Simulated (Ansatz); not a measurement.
`[CH3][Ge]([CH3])([F])[Cl]` + `[CH3][Al]([F])[SH]` → `C[S][Al]([CH3])[F]` + `[CH3][GeH]([F])[Cl]`  (substitution at a C–Ge bond)

Calculated with Ansatz (gas phase, PBE0-D4/def2-TZVP geometries, no zero-point term in ΔE). CCSD(T)/CBS is the MP2 limit (def2-TZVPP, def2-QZVPP) plus CCSD(T) − MP2 in def2-TZVPP, frozen cores. Functionals use def2-TZVPP. B3LYP here is the variant with VWN-RPA as its local correlation; programs differ in this. For Ge outer-core shells are correlated without core-valence functions, which leaves a few kJ/mol of doubt a bond. Scalar relativity is left out up to krypton. Each species was taken in one conformer, which may not be the lowest.

**Question.** Is it downhill or uphill in electronic energy at CCSD(T)/CBS, and by how much? (Estimate.)

**Answer.** Ansatz gave: Uphill: ΔE = +72.0 kJ/mol.

**Question.** What do these levels give: PBE-D4, B3LYP-D4, MP2/def2-TZVPP, CCSD/def2-TZVPP, HF/def2-QZVPP, MP2/CBS(def2)? (Best estimate.)

**Answer.** Ansatz gave: PBE-D4 65.4, B3LYP-D4 67.5, MP2/def2-TZVPP 76.3, CCSD/def2-TZVPP 75.4, HF/def2-QZVPP 67.7, MP2/CBS(def2) 73.6 kJ/mol.

Largest T1 diagnostic among the species: 0.011.

In def2-TZVPP, CCSD(T) changes the Hartree–Fock value by +6.0 kJ/mol (the triples alone add −0.6 kJ/mol) and MP2 by +7.6 kJ/mol.
